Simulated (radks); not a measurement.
Results of a calculation; reference values are marked as such.
Task: These are the eigenvalues of the occupied orbitals of an atom or ion with whole-number occupations (hartree). Code: a radial shooting solver on a logarithmic mesh with Libxc functionals. Model: scalar-relativistic Kohn-Sham, LDA (Slater exchange, Perdew-Wang correlation), spin-polarised, spherical densities, finite nucleus; Fermi nuclear charge, rms radius of each element as measured or else 0.836 A^(1/3) + 0.57 fm.

| orbital | eigenvalue |
|---|---|
| 1s up | -304.1528 |
| 1s down | -304.1514 |
| 2s up | -39.12447 |
| 2s down | -38.98244 |
| 2p up | -34.11853 |
| 2p down | -34.00923 |
| 3s up | -7.00755 |
| 3s down | -6.75316 |
| 3p up | -5.53598 |
| 3p down | -5.28642 |
| 3d up | -3.16181 |
| 4f up | -0.71613 |

Which element is it, and in what charge state? The configuration may be excited. Open shells, if any, are filled with parallel spins first.

Result: Z = 28, nickel, charge +4: Ni4+ in [Ar] 3d5 4f1. The list shows which subshells hold electrons but not how many an open one holds; the 1s level, -304.15 hartree, gives Z - s = 24.7 by -(Z - s)^2/2, which with screening and relativity narrows Z to a few neighbours, and the depths of the outer levels then fix element, charge and occupations together.
